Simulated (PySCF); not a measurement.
SSi, triplet, geometry from GFN2-xTB (the spin is typed, not shown lowest) (in this run its highest filled SCF level lies above zero, so its values depend strongly on the basis, on diffuse functions most of all); R2SCAN/STO-3G run with PySCF.

PySCF was given this input:
```python
from pyscf import gto, scf, dft

mol = gto.Mole()
mol.atom = '''
    Si   -0.00000000   -0.00000000   -1.11967259
    S     0.00000000    0.00000000    0.97971351
'''
mol.basis = 'sto-3g'
mol.spin = 2
mol.verbose = 4
mol.build()

mf = dft.UKS(mol)
mf.xc = 'r2scan'
mf.grids.atom_grid = (99, 590)
mf.grids.prune = None
mf.kernel()
```

Output, abridged:

```
PySCF version 2.14.0

[INPUT] verbose = 4
[INPUT] num. atoms = 2
[INPUT] num. electrons = 30
[INPUT] charge = 0
[INPUT] spin (= nelec alpha-beta = 2S) = 2
[INPUT] symmetry False subgroup None
[INPUT] Mole.unit = angstrom
[INPUT] Symbol           X                Y                Z      unit          X                Y                Z       unit  Magmom
[INPUT]  1 Si     0.000000000000   0.000000000000  -1.119672590000 AA    0.000000000000   0.000000000000  -2.115874544282 Bohr   0.0
[INPUT]  2 S      0.000000000000   0.000000000000   0.979713510000 AA    0.000000000000   0.000000000000   1.851390214436 Bohr   0.0

nuclear repulsion = 56.4620749113658
number of shells = 10
number of NR pGTOs = 54
number of NR cGTOs = 18
basis = sto-3g
ecp = {}

******** <class 'pyscf.dft.uks.UKS'> ********
method = UKS
initial guess = minao
damping factor = 0
level_shift factor = 0
DIIS = <class 'pyscf.scf.diis.CDIIS'>
diis_start_cycle = 1
diis_space = 8
diis_damp = 0
SCF conv_tol = 1e-09
SCF conv_tol_grad = None
SCF max_cycles = 50
direct_scf = True
direct_scf_tol = 1e-13
number electrons alpha = 16  beta = 14
XC library pyscf.dft.libxc version 7.1.2
    S. Lehtola, C. Steigemann, M. J. T. Oliveira, and M. A. L. Marques,  SoftwareX 7, 1–5 (2018)
XC functionals = r2scan
    J. W. Furness, A. D. Kaplan, J. Ning, J. P. Perdew, and J. Sun,  J. Phys. Chem. Lett. 11, 8208–8215 (2020)
    J. W. Furness, A. D. Kaplan, J. Ning, J. P. Perdew, and J. Sun,  J. Phys. Chem. Lett. 11, 9248–9248 (2020)
    J. W. Furness, A. D. Kaplan, J. Ning, J. P. Perdew, and J. Sun,  J. Phys. Chem. Lett. 11, 8208–8215 (2020)
    J. W. Furness, A. D. Kaplan, J. Ning, J. P. Perdew, and J. Sun,  J. Phys. Chem. Lett. 11, 9248–9248 (2020)
radial grids:
    Treutler-Ahlrichs [JCP 102, 346 (1995); DOI:10.1063/1.469408] (M4) radial grids

becke partition: Becke, JCP 88, 2547 (1988); DOI:10.1063/1.454033
pruning grids: None
grids dens level: 3
symmetrized grids: False
atomic radii adjust function: <function treutler_atomic_radii_adjust>
User specified grid scheme (99, 590)
small_rho_cutoff = 0
Set gradient conv threshold to 3.16228e-05
tot grids = 116824
init E= -679.412379474898

cycle= 1 E= -679.602173976509  delta_E= -0.19  |g|= 0.278  |ddm|= 1.78

cycle= 2 E= -678.411759547622  delta_E= 1.19  |g|= 0.904  |ddm|= 2.89

cycle= 3 E= -679.65673472284  delta_E= -1.24  |g|= 0.262  |ddm|= 2.23

cycle= 4 E= -679.698694282557  delta_E= -0.042  |g|= 0.163  |ddm|= 0.204

cycle= 5 E= -679.727311155985  delta_E= -0.0286  |g|= 0.0103  |ddm|= 0.342

cycle= 6 E= -679.727521836748  delta_E= -0.000211  |g|= 0.00341  |ddm|= 0.0514

cycle= 7 E= -679.727541707232  delta_E= -1.99e-05  |g|= 0.000445  |ddm|= 0.0126

cycle= 8 E= -679.727542637438  delta_E= -9.3e-07  |g|= 0.000132  |ddm|= 0.00469

cycle= 9 E= -679.727542660605  delta_E= -2.32e-08  |g|= 1.72e-05  |ddm|= 0.000354

cycle= 10 E= -679.727542661104  delta_E= -4.98e-10  |g|= 2.18e-06  |ddm|= 8.23e-05

Extra cycle  E= -679.727542661167  delta_E= -6.36e-11  |g|= 3.73e-06  |ddm|= 5.33e-05
converged SCF energy = -679.727542661167  <S^2> = 2.0017725  2S+1 = 3.0011814
```
